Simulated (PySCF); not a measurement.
A structure optimised at r2SCAN-D4/def2-SVP, used in a PySCF frequency run:

```
Al
F 1 1.6512
F 1 1.6512 2 118.05
I 1 2.4309 2 120.98 3 180.00
```

Q: Write its SMILES, formula and point group.

A: [F][Al]([F])[I], AlF₂I, C2v

Q: What are its rotational constants (standard atomic weights)?

A: 6.6359, 1.3307, 1.1084 GHz
